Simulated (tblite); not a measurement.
Compound: C3H10F3PSi3.
Bonds: C1–C2 (double), C2–Si3, Si3–P4, P4–Si5, P4–Si6, Si6–C7, C7–F8, C7–F9, C7–F10. Hydrogens: H11, H12 on C1; H13 on C2; H14, H15 on Si3; H16, H17, H18 on Si5; H19, H20 on Si6.

Structure optimised with GFN2-xTB, isolated species.

Task: What internal coordinates does the optimisation give?

Result: 
```
                     bond  length (pm)   order
                    C1=C2        132.3  double
                   C2–Si3        188.4  single
                   Si3–P4        226.1  single
                   P4–Si5        224.3  single
                   P4–Si6        220.3  single
                   Si6–C7        194.8  single
     C7–F8, C7–F9, C7–F10        134.9  single
                   C1–H11        108.1  single
                   C1–H12        108.0  single
                   C2–H13        108.3  single
         Si3–H14, Si3–H15        146.7  single
Si5–H16, Si5–H17, Si5–H18        146.2  single
         Si6–H19, Si6–H20        146.0  single
```

Bonds in one row agree within 1 pm and their mean is given. Orders are formal, as drawn. A selection of angles:
```
      angle  degrees
  C2–C1–H11    120.8
  C2–C1–H12    123.0
 H11–C1–H12    116.1
  C1–C2–Si3    124.3
  C1–C2–H13    118.9
 Si3–C2–H13    116.7
  C2–Si3–P4    106.4
 C2–Si3–H14    109.7
 C2–Si3–H15    111.4
 P4–Si3–H14    112.1
 P4–Si3–H15    106.6
H14–Si3–H15    110.7
 Si3–P4–Si5    102.9
 Si3–P4–Si6    103.1
 Si5–P4–Si6    102.3
 P4–Si5–H16    106.0
 P4–Si5–H18    113.9
H16–Si5–H17    110.9
H17–Si5–H18    110.1
  P4–Si6–C7    112.0
 P4–Si6–H19    112.2
 P4–Si6–H20    113.3
 C7–Si6–H19    102.7
H19–Si6–H20    112.6
  Si6–C7–F8    112.8
 Si6–C7–F10    112.2
   F8–C7–F9    105.8
```

Dihedral angles: C1–C2–Si3–P4 -2° (synperiplanar); C2–Si3–P4–Si5 -81° (synclinal); Si3–P4–Si6–C7 36° (synclinal); P4–Si6–C7–F8 48° (synclinal). The mirror-image conformer, all signs reversed, is as good.

Si6 (SiH2 silicon) is distorted tetrahedral (angles from 102.7° to 113.3°). Si5 (SiH3 silicon) is distorted tetrahedral (angles from 105.2° to 113.9°). P4 (three-coordinate phosphorus) is pyramidal (angles 103.1°, 102.9° and 102.3°, sum 308.3°, 0.96 Å off the plane of its three neighbours). The 2 C–Si bonds span 1.884 Å (C2–Si3, drawn single) to 1.948 Å (Si6–C7, drawn single), a spread of 0.064 Å. Si3 (SiH2 silicon) is tetrahedral (angles from 106.4° to 112.1°). The P–Si distances run from 2.203 Å (P4–Si6, drawn single) to 2.261 Å (Si3–P4, drawn single), a spread of 0.058 Å. Of the pairs four or more bonds apart, Si3···F10 is among the closest relative to their van der Waals radii: 3.33 Å, 93 % of the sum of Bondi's values.

Point group: C1 (no symmetry element, even within 0.4 Å). Its GFN2-xTB frequencies are all real (lowest 28 cm⁻¹). The numbers are those of one conformer. 3 starts were optimised and ended at 0.00, 0.11 and 0.35 kcal/mol (GFN2-xTB); the lowest of these is shown.

All values are computed, not measured.
